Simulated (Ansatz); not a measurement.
Basis-set extrapolation for AlClH₅NOSi, SMILES `N[SiH](Cl)[AlH][OH]` (PBE0-D4/def2-TZVP geometry, frozen core, the Gaussian-basis code of Ansatz). Multiplicity 1, RHF reference.

```tsv
	def2-TZVPP	def2-QZVPP
HF	-1122.809164	-1122.844794
MP2 correlation	-0.840373	-0.911757
CCSD(T) correlation	-0.921172	not run
```

Energies in hartree. Use E(X) = E(∞) + A·exp(−7.88·√X) for Hartree–Fock and E(X) = E(∞) + B·X^(−2.97) for correlation, with X = 3 and 4, and add CCSD(T) minus MP2 of the smaller set to the MP2 limit.

What is the CCSD(T) energy at the basis-set limit?

HF limit: -1122.844794 + (-0.035630) × 0.13774 = -1122.84970. MP2 limit: -0.911757 + (-0.071384) × 0.74074 = -0.96463. Higher-order term: -0.921172 − (-0.840373) = -0.08080. Total: -1123.89513 hartree, 103.4 kcal/mol below CCSD(T)/def2-TZVPP.
